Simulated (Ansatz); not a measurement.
Program: Ansatz. Geometries: PBE0-D4/def2-TZVP. ΔE: electronic, gas phase. CCSD(T)/CBS is the MP2 limit (def2-TZVPP, def2-QZVPP) plus CCSD(T) − MP2 in def2-TZVPP, frozen cores. DFT in def2-TZVPP. Each species was taken in one conformer, which may not be the lowest.

Consider the ligand exchange at a B–N bond: `CN(C)B(O)F` + `O[SiH3]` → `OB(F)O[SiH3]` + `CNC`.

| level | ΔE (kJ/mol) |
| --- | --- |
| PBE-D4 | -22.3 |
| B2PLYP | -30.5 |
| LC-ωPBE | -27.1 |
| HF/def2-SVP | -51.1 |
| MP2/def2-TZVPP | -25.7 |
| SCS-MP2/def2-TZVPP | -29.6 |
| HF/def2-QZVPP | -48.1 |
| CCSD/CBS(def2) | -29.7 |

What does CCSD(T)/CBS give? (Best estimate.)

Computed: -27.0 kJ/mol. The listed levels differ from it by 4.7, -3.5, -0.1, -24.1, 1.3, -2.6, -21.1, -2.7 kJ/mol.

Largest T1 diagnostic among the species: 0.012.

In def2-TZVPP, CCSD(T) changes the Hartree–Fock value by +19.3 kJ/mol (the triples alone add +2.7 kJ/mol) and MP2 by +21.7 kJ/mol. The D4 term adds +3.3 kJ/mol with B3LYP and +1.9 kJ/mol with PBE0; it sums over pairs of atoms, weighted by their polarisabilities, and B3LYP, whose exchange is more repulsive, gets the larger term. At CCSD(T), def2-SVP lies −10.8 kJ/mol from the extrapolated value and def2-TZVPP −1.1 kJ/mol.

B3LYP here is the variant with VWN-RPA as its local correlation; programs differ in this.
